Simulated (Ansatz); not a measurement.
Geometry optimisation of the cluster Si2Mo4⁺.

```yaml
crystal:
  periodic: [false, false, false]
  atoms:
    - {symbol: Mo, position_ang: [1.992570, -0.252240, 0.496740]}
    - {symbol: Mo, position_ang: [-0.223130, -0.202590, -0.064790]}
    - {symbol: Mo, position_ang: [0.240600, 1.433400, 1.453280]}
    - {symbol: Mo, position_ang: [-1.564820, 0.420720, -1.777260]}
    - {symbol: Si, position_ang: [-1.171520, -0.623170, 1.812590]}
    - {symbol: Si, position_ang: [0.726290, -0.776120, -1.920560]}
basis:
  gaussian: {orbitals: def2-SVP}
total_charge: 1
magnetization: {spin_polarized: true, initial_magnetization: 1}
hamiltonian: {xc: pbe, dispersion: d4}
scf: {lower_state_search: "off"}
output: {orbitals: {seedname: orbitals}}
relax: {f_tol: 0.02, max_steps: 100}
```

```sh
$ ansatz run in.yaml --threads 4 --pin off --events-out ev --progress --plain --max-ram 4787MiB
```

Output, abridged:

```
Functional definition: PBE
mean field -23155.37613871 eV, -850.9443778200 hartree, gradient 2.7e-6 eV, S^2 3.087125; 0 other end points of the search recorded, 0 dependent functions left out
relax step   1: F+E_penalty+E_count = -23155.96830503 eV  Δ(F+E_penalty+E_count) = +0.000e0 eV  max|allowed force component| = 4.641e0 eV/Å  Δτ_max = 0.0000 Å  (141 SCF iters, accepted)
mean field -23156.83603249 eV, -850.9980279268 hartree, gradient 2.7e-6 eV, S^2 3.225811; 0 other end points of the search recorded, 0 dependent functions left out
relax step   2: F+E_penalty+E_count = -23157.41028907 eV  Δ(F+E_penalty+E_count) = -1.442e0 eV  max|allowed force component| = 1.790e0 eV/Å  Δτ_max = 0.1948 Å  (73 SCF iters, accepted)
mean field -23157.85563995 eV, -851.0354978098 hartree, gradient 2.3e-6 eV, S^2 2.616046; 0 other end points of the search recorded, 0 dependent functions left out
relax step   3: F+E_penalty+E_count = -23158.42250911 eV  Δ(F+E_penalty+E_count) = -1.012e0 eV  max|allowed force component| = 1.777e0 eV/Å  Δτ_max = 0.1949 Å  (92 SCF iters, accepted)
mean field -23158.68277813 eV, -851.0658945773 hartree, gradient 2.0e-6 eV, S^2 2.007481; 0 other end points of the search recorded, 0 dependent functions left out
relax step   4: F+E_penalty+E_count = -23159.24955079 eV  Δ(F+E_penalty+E_count) = -8.270e-1 eV  max|allowed force component| = 1.528e0 eV/Å  Δτ_max = 0.1983 Å  (121 SCF iters, accepted)
mean field -23159.21148490 eV, -851.0853241926 hartree, gradient 1.8e-6 eV, S^2 1.733047; 0 other end points of the search recorded, 0 dependent functions left out
relax step   5: F+E_penalty+E_count = -23159.78335763 eV  Δ(F+E_penalty+E_count) = -5.338e-1 eV  max|allowed force component| = 1.213e0 eV/Å  Δτ_max = 0.1949 Å  (77 SCF iters, accepted)
mean field -23159.78520922 eV, -851.1064081725 hartree, gradient 5.3e-6 eV, S^2 1.497703; 0 other end points of the search recorded, 0 dependent functions left out
relax step   6: F+E_penalty+E_count = -23160.36823103 eV  Δ(F+E_penalty+E_count) = -5.849e-1 eV  max|allowed force component| = 8.800e-1 eV/Å  Δτ_max = 0.1950 Å  (71 SCF iters, accepted)
mean field -23160.36704767 eV, -851.1277903412 hartree, gradient 9.7e-6 eV, S^2 0.960907; 0 other end points of the search recorded, 0 dependent functions left out
relax step   7: F+E_penalty+E_count = -23160.95857513 eV  Δ(F+E_penalty+E_count) = -5.903e-1 eV  max|allowed force component| = 8.948e-1 eV/Å  Δτ_max = 0.1913 Å  (125 SCF iters, accepted)
mean field -23160.85644406 eV, -851.1457753268 hartree, gradient 2.7e-6 eV, S^2 1.158161; 0 other end points of the search recorded, 0 dependent functions left out
relax step   8: F+E_penalty+E_count = -23161.40870894 eV  Δ(F+E_penalty+E_count) = -4.501e-1 eV  max|allowed force component| = 1.042e0 eV/Å  Δτ_max = 0.1951 Å  (73 SCF iters, accepted)
mean field -23161.31679288 eV, -851.1626928340 hartree, gradient 1.8e-6 eV, S^2 1.423531; 0 other end points of the search recorded, 0 dependent functions left out
relax step   9: F+E_penalty+E_count = -23161.84771013 eV  Δ(F+E_penalty+E_count) = -4.390e-1 eV  max|allowed force component| = 9.827e-1 eV/Å  Δτ_max = 0.1929 Å  (77 SCF iters, accepted)
mean field -23161.90738582 eV, -851.1843967240 hartree, gradient 2.9e-6 eV, S^2 0.873473; 0 other end points of the search recorded, 0 dependent functions left out
relax step  10: F+E_penalty+E_count = -23162.44184467 eV  Δ(F+E_penalty+E_count) = -5.941e-1 eV  max|allowed force component| = 9.694e-1 eV/Å  Δτ_max = 0.1949 Å  (89 SCF iters, accepted)
mean field -23162.21135884 eV, -851.1955675264 hartree, gradient 2.5e-6 eV, S^2 0.769819; 0 other end points of the search recorded, 0 dependent functions left out
relax step  11: F+E_penalty+E_count = -23162.75074065 eV  Δ(F+E_penalty+E_count) = -3.089e-1 eV  max|allowed force component| = 1.238e0 eV/Å  Δτ_max = 0.1957 Å  (51 SCF iters, accepted)
mean field -23162.07044020 eV, -851.1903888622 hartree, gradient 3.0e-6 eV, S^2 0.780478; 0 other end points of the search recorded, 0 dependent functions left out
relax step  12: F+E_penalty+E_count = -23162.60409631 eV  Δ(F+E_penalty+E_count) = +1.466e-1 eV  max|allowed force component| = 2.909e0 eV/Å  Δτ_max = 0.1866 Å  (51 SCF iters, rejected (line search))
mean field -23162.40050470 eV, -851.2025185089 hartree, gradient 2.4e-6 eV, S^2 0.779371; 0 other end points of the search recorded, 0 dependent functions left out
relax step  13: F+E_penalty+E_count = -23162.93669724 eV  Δ(F+E_penalty+E_count) = -1.860e-1 eV  max|allowed force component| = 2.941e-1 eV/Å  Δτ_max = 0.0723 Å  (45 SCF iters, accepted)
mean field -23162.41763766 eV, -851.2031481336 hartree, gradient 2.6e-6 eV, S^2 0.776912; 0 other end points of the search recorded, 0 dependent functions left out
relax step  14: F+E_penalty+E_count = -23162.95432832 eV  Δ(F+E_penalty+E_count) = -1.763e-2 eV  max|allowed force component| = 1.260e-1 eV/Å  Δτ_max = 0.0392 Å  (40 SCF iters, accepted)
mean field -23162.35449057 eV, -851.2008275207 hartree, gradient 1.8e-6 eV, S^2 0.771550; 0 other end points of the search recorded, 0 dependent functions left out
relax step  15: F+E_penalty+E_count = -23162.89421291 eV  Δ(F+E_penalty+E_count) = +6.012e-2 eV  max|allowed force component| = 6.490e-1 eV/Å  Δτ_max = 0.1500 Å  (44 SCF iters, rejected (line search))
mean field -23162.42134813 eV, -851.2032844908 hartree, gradient 1.8e-6 eV, S^2 0.775709; 0 other end points of the search recorded, 0 dependent functions left out
relax step  16: F+E_penalty+E_count = -23162.95875089 eV  Δ(F+E_penalty+E_count) = -4.423e-3 eV  max|allowed force component| = 3.660e-2 eV/Å  Δτ_max = 0.0357 Å  (37 SCF iters, accepted)
mean field -23162.42149446 eV, -851.2032898683 hartree, gradient 1.9e-6 eV, S^2 0.775915; 0 other end points of the search recorded, 0 dependent functions left out
relax step  17: F+E_penalty+E_count = -23162.95890151 eV  Δ(F+E_penalty+E_count) = -1.506e-4 eV  max|allowed force component| = 1.495e-2 eV/Å  Δτ_max = 0.0052 Å  (35 SCF iters, accepted)
Total energy: -23162.95895072 eV, -851.2230410214 hartree
Atom 0 at     1.381905    -0.665809     0.698340 Å, force     0.008511    -0.005863     0.009771 eV/Å
Atom 1 at    -0.719494    -1.236635    -0.167973 Å, force    -0.001788     0.000584    -0.002434 eV/Å
Atom 2 at     0.235245     1.358398     0.416485 Å, force    -0.000885     0.006683     0.000918 eV/Å
Atom 3 at    -1.205380     0.742410    -1.327946 Å, force     0.011608    -0.004484    -0.004877 eV/Å
Atom 4 at    -0.765941    -0.190783     2.098356 Å, force    -0.002497    -0.001515     0.003712 eV/Å
Atom 5 at     1.073656    -0.007581    -1.717262 Å, force    -0.014949     0.004594    -0.007089 eV/Å
Dipole moment:    -0.092131     0.049719    -0.070716 e Å
Checks for a lower state left out: stability, starts, cluster_reference, orbital_swaps, neighbouring_geometries, increment
```

Run time 1.9 min (4 threads of Intel Xeon Platinum 8259CL on a shared host).

In the def2 sets Mo takes a core potential; there is no spin–orbit coupling. The relaxation made no stability test and no search for a lower SCF solution. No other spin state of charge 1 was run. Another isomer (doublet) lies 0.26 eV lower at PBE0-D4/def2-TZVP; other spin states weren't run for this one.
